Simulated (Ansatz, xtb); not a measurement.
**Isomers of C7H5Br in order of energy**

4 gas-phase structures of C7H5Br, from a drawn sample of its isomers (lower ones may exist). Each was relaxed with GFN2-xTB:

A. `C#CC1=C(Br)CC=C1`, a singlet
B. `BrC1=CC2=C(C=C1)C2`, a singlet
C. `BrC1=C2CC2=CC=C1`, a singlet
D. `BrC1=CC=CC12C=C2`, a singlet

Task: Which do you expect lowest at r2SCAN-D4/def2-SVP, and how would the others follow?

Result: Calculated order at r2SCAN-D4/def2-SVP: C (0.0), B (1.2), A (9.5), D (22.0) kcal/mol. CCSD(T)/def2-SVP + ΔMP2/def2-TZVPP after further relaxation puts A lowest instead.

Energies above the lowest of each column, in kcal/mol; the last columns are at B3LYP/def2-SVP geometries and were run for some of them only (a dash: not run or not comparable):

```json
{"structure": "C", "GFN2-xTB": "0.0", "HF/STO-3G": "1.6", "r2SCAN-D4/def2-SVP": "0.0", "B3LYP/def2-SVP": "0.0", "CCSD(T)/def2-SVP + ΔMP2/def2-TZVPP": "1.2"}
{"structure": "B", "GFN2-xTB": "0.6", "HF/STO-3G": "2.6", "r2SCAN-D4/def2-SVP": "1.2", "B3LYP/def2-SVP": "1.0", "CCSD(T)/def2-SVP + ΔMP2/def2-TZVPP": "1.9"}
{"structure": "A", "GFN2-xTB": "3.2", "HF/STO-3G": "0.0", "r2SCAN-D4/def2-SVP": "9.5", "B3LYP/def2-SVP": "5.5", "CCSD(T)/def2-SVP + ΔMP2/def2-TZVPP": "0.0"}
{"structure": "D", "GFN2-xTB": "18.0", "HF/STO-3G": "26.4", "r2SCAN-D4/def2-SVP": "22.0", "B3LYP/def2-SVP": "–", "CCSD(T)/def2-SVP + ΔMP2/def2-TZVPP": "–"}
```

CCSD(T)/def2-SVP + ΔMP2/def2-TZVPP puts A lowest of those it was run on; GFN2-xTB picks C, r2SCAN-D4/def2-SVP picks C, B3LYP/def2-SVP picks C. CCSD(T)/def2-SVP + ΔMP2/def2-TZVPP orders those it was run on as A (0.0), C (1.2), B (1.9) kcal/mol. Less than 1 kcal/mol parts C and B, so the order within that pair means little. Frequencies (GFN2-xTB) were run for A, B, C alone. ΔMP2 is the change of the MP2 energy from the smaller to the larger basis.

Over these structures GFN2-xTB departs from r2SCAN-D4/def2-SVP by 2.4 kcal/mol on average once a common shift is removed. A GFN2-xTB relaxation took about 0.087 s and the r2SCAN-D4/def2-SVP energy about 2.3 s on a shared host (Ansatz 0.2.0, xtb 6.7.1).
